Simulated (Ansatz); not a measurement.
Basis sets compared for AsH3. Charge 0, multiplicity 1. Geometry PBE-D4/def2-TZVP. Ansatz on 2 threads of Intel Xeon 6975P-C on a shared host; times are rough, and most runs start from earlier orbitals.

Cartesian coordinates in Å:
```
As -0.2392 0.3581 0.4895
H 0.4125 0.9381 -0.7743
H -1.0650 -0.6259 -0.3519
H 0.8917 -0.6704 0.6366
```

The 6-31G sets use Cartesian d functions. B3LYP takes the VWN-RPA correlation.

Binding counts from free atoms (As quartet, H doublet) in the same basis, without a counterpoise term.

```
                          level  functions  energy (Eh)  HOMO (eV)  LUMO (eV)  binding per atom (eV)  wall time
                      HF/STO-3G         21   -2211.0050      -7.96      10.88                   2.32     0.05 s
                       HF/6-31G         35   -2235.5560     -10.41       3.82                   1.37     0.15 s
                   HF/def2-TZVP         66   -2235.9297     -10.45       3.77                   1.61     0.15 s
                PBE-D4/def2-SVP         47   -2237.0392      -6.68      -0.10                   2.37      0.2 s
 PBE-D4/def2-TZVP (with forces)         66   -2237.3180      -6.76      -0.27                   2.37      0.3 s
                 B3LYP-D4/6-31G         35   -2237.3365      -7.53       0.56                   2.29     0.25 s
             B3LYP-D4/def2-TZVP         66   -2237.7123      -7.70       0.33                   2.43      0.3 s
               PBE0-D4/def2-SVP         47   -2237.1082      -7.83       0.76                   2.33      0.3 s
PBE0-D4/def2-TZVP (with forces)         66   -2237.3857      -7.88       0.59                   2.34     0.45 s
```

Task: Estimate the rows for PBE0-D4/def2-QZVPP.

Result: 
| level | functions | energy (Eh) | HOMO (eV) | LUMO (eV) | binding per atom (eV) | wall time |
| --- | --- | --- | --- | --- | --- | --- |
| PBE0-D4/def2-QZVPP | 179 | -2237.4350 | -7.93 | 0.39 | 2.34 | 1.1 s |
